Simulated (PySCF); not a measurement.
## Radial density of Bi²⁺ (bismuth, charge +2)

TPSS, [Xe] 4f14 5d10 6s2 6p1, 2P determinant. All numbers are calculated (PySCF 2.14, the spin-free X2C one-electron Hamiltonian (Gaussian nucleus), in aug-cc-pVQZ-DK3).

| r (bohr) | 4πr²ρ (e/bohr) | 4πr²(ρα − ρβ) |
| --- | --- | --- |
| 0.0127 | 114.8 | 0.0029 |
| 0.0214 | 102.2 | 0.0081 |
| 0.0359 | 141.0 | 0.0106 |
| 0.0604 | 147.1 | -0.0015 |
| 0.102 | 129.4 | 0.0097 |
| 0.171 | 127.5 | 0.0050 |
| 0.288 | 91.16 | 0.0305 |
| 0.484 | 65.86 | 0.0009 |
| 0.814 | 26.79 | 0.0759 |
| 1.37 | 11.29 | 0.0614 |
| 2.30 | 2.371 | 0.5359 |
| 3.87 | 0.2097 | 0.1338 |
| 6.51 | 0.001729 | 0.0016 |

Densities and radii are taken from the X2C orbitals without a picture-change correction, which distorts them close to the nucleus.

Spin-orbit coupling, absent here, splits the open shell strongly.
